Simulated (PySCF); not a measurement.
## How the method changes the constants of BAs⁻

State: ²Σ⁺ (doublet), unpaired electrons σ ↑. Set-up: B def2-TZVPPD, As def2-TZVPPD; no relativity (PySCF 2.14). De refers to B + As⁻ in their high-spin ground configurations, without counterpoise correction. The functionals are run spin-unrestricted. A positive dipole points towards As; it is taken about the centre of mass and depends on that origin. Levels whose curve was spin-contaminated or gave no clean fit are not listed.

```csv
Level,Re (Å),ωe (cm⁻¹),De (eV),μ (D),"CPU s a point (SCF and correlation, without the integrals)"
ROHF-CCSD,1.800,898,n/a,n/a,n/a
ROHF-CCSD(T),1.814,866,n/a,n/a,53
PBE,1.811,861,n/a,2.61,1
BLYP,1.818,840,n/a,2.63,0.69
TPSS,1.807,866,n/a,2.50,1.4
r²SCAN,1.797,895,n/a,2.28,1.3
r²SCANh,1.793,904,n/a,2.22,1.8
PBE0,1.795,897,n/a,2.35,2.2
r²SCAN0,1.787,916,n/a,2.13,1.9
HSE06,1.797,894,n/a,2.37,2.3
B2PLYP,1.805,876,n/a,2.07,1.7
```

(1) What does a quarter of exact exchange do here, going from PBE to PBE0?

(2) What does the step from GGA to meta-GGA do here, going from PBE to r²SCAN?

(3) What does a quarter of exact exchange do here, going from r²SCAN to r²SCAN0?

Correlated steps freeze 10 core orbitals. Spin–orbit coupling is left out. The highest Kohn–Sham level is positive in this anion. Much of that is self-interaction error, but it also means that the finite basis helps to hold the extra electron. B2PLYP dipoles, levels and charges come from its SCF part alone. The state is the lowest determinant that a PBE0 search found; another state may lie lower at other levels.

The whole job (state search and all levels along the bond) took about 6.1 min on 2 threads of Intel Xeon 6975P-C (shared host), peak memory 3.2 GiB.

Results:

(1) PBE0 less PBE: -1.6 pm in Re, +4.2 % in ωe. Exact exchange removes part of the self-interaction that spreads semilocal densities, and in most molecules shortens and stiffens the bond and lowers De; so it does here.

(2) r²SCAN less PBE: -1.4 pm in Re, +3.9 % in ωe. 

(3) r²SCAN0 less r²SCAN: -1.0 pm in Re, +2.3 % in ωe. Exact exchange removes part of the self-interaction that spreads semilocal densities, and in most molecules shortens and stiffens the bond and lowers De; so it does here.
